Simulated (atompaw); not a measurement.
## An all-electron radial function and its pseudo partner (Cu (Z = 29))

Columns: radius, all-electron u(r) and pseudo u(r) of the 4p shell (level -0.78 eV) of copper in the configuration [Ar] 3d10 4s1 4p0; LDA (PW92), scalar-relativistic, PAW (atompaw) scheme, atompaw 4.2.0.5.

```tsv
r (bohr)	all-electron	pseudo
0.115	0.0817	0.0010
0.231	0.0209	0.0040
0.346	-0.0749	0.0089
0.462	-0.1300	0.0159
0.577	-0.1380	0.0250
0.692	-0.1141	0.0362
0.808	-0.0723	0.0496
0.923	-0.0232	0.0652
1.038	0.0278	0.0829
1.154	0.0779	0.1031
1.269	0.1246	0.1252
1.385	0.1680	0.1495
1.500	0.2072	0.1754
1.615	0.2425	0.2027
1.731	0.2743	0.2313
1.846	0.3025	0.2603
1.962	0.3276	0.2893
2.077	0.3496	0.3173
2.192	0.3688	0.3436
2.308	0.3857	0.3679
2.423	0.4002	0.3889
2.538	0.4126	0.4065
2.654	0.4231	0.4206
2.769	0.4318	0.4311
2.885	0.4389	0.4389
3.000	0.4446	0.4446
```

Question: How many radial nodes do the two functions have?

Answer: The all-electron 4p function has n − l − 1 = 2; the pseudo-wave has 0, since the states of the same l below it are removed with the core.

Question: Is the pseudo-wave norm-conserving?

Answer: No, it belongs to a PAW set: the norm inside the radius is not constrained, and the difference is carried by the augmentation charge.
